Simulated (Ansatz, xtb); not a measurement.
C4H5F2NO: 9 structures ranked

9 gas-phase structures of C4H5F2NO, from a drawn sample of its isomers (lower ones may exist). Each was relaxed with GFN2-xTB; where two conformers were screened, the lower at r2SCAN-D4/def2-SVP is listed:

A. `NC(=O)[C@H](F)/C=C/F`, a singlet
B. `O=CNCC=C(F)F`, a singlet
C. `O=CN/C=C\C(F)F`, a singlet
D. `COC(F)(F)CC#N`, a singlet
E. `[H]/N=C(\C=C)OC(F)F`, a singlet
F. `O=CNC/C(F)=C/F`, a singlet
G. `[H]/N=C1\CCOC1(F)F`, a singlet
H. `C[C@](F)(C#N)OCF`, a singlet
I. `O=C/N=C\CC(F)F`, a singlet

**Question.** Which do you expect lowest at r2SCAN-D4/def2-SVP, and how would the others follow?

**Answer.** Calculated order at r2SCAN-D4/def2-SVP: C (0.0), A (4.4), G (6.1), D (6.2), B (6.9), E (13.0), I (13.6), F (16.2), H (20.1) kcal/mol. Less than 1 kcal/mol parts G and D; D and B; E and I, so the order within those pairs means little. CCSD(T)/def2-SVP + ΔMP2/def2-TZVPP after further relaxation puts D lowest instead.

Energies above the lowest of each column, in kcal/mol; the last columns are at PBE0-D3(BJ)/def2-SVP geometries and were run for some of them only (a dash: not run or not comparable):

```tsv
structure	GFN2-xTB	HF/STO-3G	r2SCAN-D4/def2-SVP	PBE0-D3(BJ)/def2-SVP	CCSD(T)/def2-SVP + ΔMP2/def2-TZVPP
C	2.1	37.8	0.0	0.0	2.0
A	7.3	44.4	4.4	4.8	4.8
G	0.0	0.0	6.1	4.5	5.0
D	7.5	0.4	6.2	7.1	0.0
B	7.4	36.3	6.9	6.8	10.2
E	15.9	39.4	13.0	13.3	–
I	9.6	45.4	13.6	–	–
F	12.7	44.7	16.2	–	–
H	18.3	9.9	20.1	–	–
```

CCSD(T)/def2-SVP + ΔMP2/def2-TZVPP puts D lowest of those it was run on; GFN2-xTB picks G, HF/STO-3G picks G, r2SCAN-D4/def2-SVP picks C, PBE0-D3(BJ)/def2-SVP picks C. CCSD(T)/def2-SVP + ΔMP2/def2-TZVPP orders those it was run on as D (0.0), C (2.0), A (4.8), G (5.0), B (10.2) kcal/mol. Less than 1 kcal/mol parts A and G, so the order within that pair means little. Flexible structures stand in one conformer each, not always the lowest. Frequencies (GFN2-xTB) were run for A, B, C, D, G alone. The ΔMP2 step shifts differences by up to 3.2 kcal/mol, which makes them less sure. ΔMP2 is the change of the MP2 energy from the smaller to the larger basis.

Over these structures GFN2-xTB departs from r2SCAN-D4/def2-SVP by 2.9 kcal/mol on average once a common shift is removed. A GFN2-xTB relaxation took about 0.1 s and the r2SCAN-D4/def2-SVP energy about 1.8 s on a shared host (Ansatz 0.2.0, xtb 6.7.1).
